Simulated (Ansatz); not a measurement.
Reaction (redistribution): `OB(F)[SiH2]S` + `C[O][AlH][SiH2][SiH3]` → `OB(F)[SiH2][SiH3]` + `C[O][AlH][SiH2]S`

Program: Ansatz. Geometries: PBE0-D4/def2-TZVP. ΔE: electronic, gas phase. CCSD(T)/CBS adds triple-zeta CCSD(T) − MP2 to the extrapolated MP2 energy (def2 sets, frozen cores). DFT in def2-TZVPP. B3LYP here is the variant with VWN-RPA as its local correlation; programs differ in this. One conformer a species, not always the lowest.

Task: Is it downhill or uphill in electronic energy at CCSD(T)/CBS, and by how much? (Best estimate.)

Result: Ansatz gave: Uphill: ΔE = +3.9 kJ/mol.

Task: What do these levels give: r2SCAN-D4, B3LYP-D4, B2PLYP, HF/def2-TZVPP, MP2/def2-TZVPP, MP2/CBS(def2)? (Best estimate.)

Result: Ansatz gave: r2SCAN-D4 3.9, B3LYP-D4 3.2, B2PLYP 2.4, HF/def2-TZVPP 3.6, MP2/def2-TZVPP 4.3, MP2/CBS(def2) 3.6 kJ/mol.

Largest T1 diagnostic among the species: 0.014.
